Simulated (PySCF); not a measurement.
Species: C4H13BN2Si.
Numbering: `[CH3:1][B:2]([CH3:3])[N:4]1[CH2:5][CH2:6][NH:7][SiH2:8]1`

Cartesian coordinates in Å at the PBE0-D3(BJ)/def2-SVP level; atoms count from 1:
```
atom  x, y, z in Å
C1    -2.0856   -0.7467   -1.2271
B2    -1.3072   -0.1452    0.0142
C3    -2.1124    0.4275    1.2540
N4     0.1076   -0.1185    0.0109
C5     0.9336    0.3759    1.1119
C6     2.2804    0.8156    0.5384
N7     2.5989   -0.1463   -0.5017
Si8    1.1543   -0.7021   -1.2845
H9    -2.7476    0.0235   -1.6601
H10   -2.7548   -1.5570   -0.8899
H11   -1.4638   -1.1464   -2.0437
H12   -1.9285    1.5106    1.3699
H13   -3.1995    0.2867    1.1652
H14   -1.7862   -0.0395    2.1990
H15    1.0980   -0.4263    1.8547
H16    0.4390    1.2096    1.6318
H17    2.2019    1.8552    0.1567
H18    3.0455    0.8196    1.3333
H19    3.5014   -0.0439   -0.9465
H20    0.8247   -0.0672   -2.6013
H21    1.1369   -2.1824   -1.4917
```

NICS = −σ at a ghost point: NICS(0) at the centroid of the ring atoms, NICS(1) 1 Å to either side along the normal of their mean plane, zz for the tensor component along that normal. Level: GIAO KT2/pcSseg-1 (PySCF, non-relativistic, gas phase) on the PBE0-D3(BJ)/def2-SVP geometry, one conformer.

Ring bond lengths (Å): N4–C5 1.463, C5–C6 1.528, C6–N7 1.452, N7–Si8 1.734, Si8–N4 1.765.

Problem. Give the NICS values of each ring in ppm.

Solution. 
```
           ring                                                      type  NICS(0)  NICS(1), two faces  NICS(1)zz, two faces  rms pucker (Å)  centre to ring atoms, mean (Å)
N4–C5–C6–N7–Si8  5-membered ring with 2 N and Si; formal bonds all single     -6.1         -2.5 / -2.5           -2.8 / -2.8            0.15                            1.33
```

Problem. What can be read from them?

Solution. 
- N4–C5–C6–N7–Si8: mean NICS(1)zz -2.8 ppm, near zero. C5, C6, Si8 have four or more neighbours, and the NICS criterion for π rings isn't applied.

Problem. How do the values depend on the level or the medium?

Solution. 
```csv
level,"NICS(0), N4–C5–C6–N7–Si8","mean NICS(1)zz, N4–C5–C6–N7–Si8"
"KT2/pcSseg-1, gas",-6.1,-2.8
"PBE0/pcSseg-1, gas",-6.1,-2.4
"PBE0/pcSseg-1, IEF-PCM acetonitrile",-6.1,-2.5
"PBE0/pcSseg-1, IEF-PCM cyclohexane",-6.1,-2.4
```

The geometry is the same throughout; the continuum's cavity takes Bondi-type radii × 1.2.

On one thread, Intel Xeon at 2.50 GHz (x86_64), no GPU, on a shared host, this took 2.5 min of wall time and 0.93 GiB of memory at its peak. This is the whole shielding run at KT2/pcSseg-1, SCF included.
